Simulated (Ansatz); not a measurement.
Calculation: Ansatz (a first-principles code) with frozen-core CCSD(T)/def2-TZVPP // B3LYP-D3(BJ)/def2-TZVP.

Ansatz 0.2 input:
```yaml
crystal:
  periodic: [false, false, false]
  atoms:
    - { symbol: N, position_ang: [1.093962, -0.065972, -0.05153] }
    - { symbol: Si, position_ang: [-0.597551, -0.176699, 0.128018] }
    - { symbol: Cl, position_ang: [-1.670178, 1.476289, -0.552957] }
    - { symbol: H, position_ang: [1.635838, 0.544774, 0.54009] }
    - { symbol: H, position_ang: [1.52141, -0.167224, -0.959098] }
    - { symbol: H, position_ang: [-0.908722, -0.290683, 1.562899] }
    - { symbol: H, position_ang: [-1.074759, -1.320486, -0.667423] }
basis:
  gaussian: { orbitals: def2-TZVPP }
correlation:
  method: ccsd_t
```

Output:

```
Functional definition: HF
987 factors; integrals over basis functions are off by at most 1.3e-3 eV
mean field evaluation 1: about -21911.9819 eV, gradient 3.4e1 eV
mean field evaluation 2: about -21912.1356 eV, gradient 3.4e1 eV
mean field evaluation 4: about -21914.6023 eV, gradient 2.6e0 eV
mean field evaluation 8: about -21914.6352 eV, gradient 1.8e-1 eV
mean field evaluation 16: about -21913.7754 eV, gradient 1.8e1 eV
mean field -21914.63537691 eV, -805.3479958282 hartree, gradient 3.6e-6 eV, S^2 0.000000; 0 other end points of the search recorded, 0 dependent functions left out
11 core orbitals not correlated
reference -21914.63537691 eV, -805.3479958282 hartree; 10, 10 occupied and 150, 150 virtual orbitals, 987 factors
second order -14.43569117 eV of doubles, -0.00000000 eV of singles
cycle   1  -15.10021193 eV  change   -6.6e-1 eV  update   7.2e-2
cycle   2  -15.44939674 eV  change   -3.5e-1 eV  update   2.1e-2
cycle   3  -15.49944765 eV  change   -5.0e-2 eV  update   8.8e-3
cycle   4  -15.49354091 eV  change    5.9e-3 eV  update   2.1e-3
cycle   5  -15.49357333 eV  change   -3.2e-5 eV  update   9.4e-4
cycle   6  -15.49360286 eV  change   -3.0e-5 eV  update   2.7e-4
cycle   7  -15.49354181 eV  change    6.1e-5 eV  update   9.6e-5
cycle   8  -15.49355591 eV  change   -1.4e-5 eV  update   3.0e-5
cycle   9  -15.49355383 eV  change    2.1e-6 eV  update   8.4e-6
perturbative correction -0.58416068 eV, -0.0214675092 hartree
Total energy: -21930.71309143 eV, -805.9388409387 hartree
```

Cost: about 70 core-seconds (a rough figure).
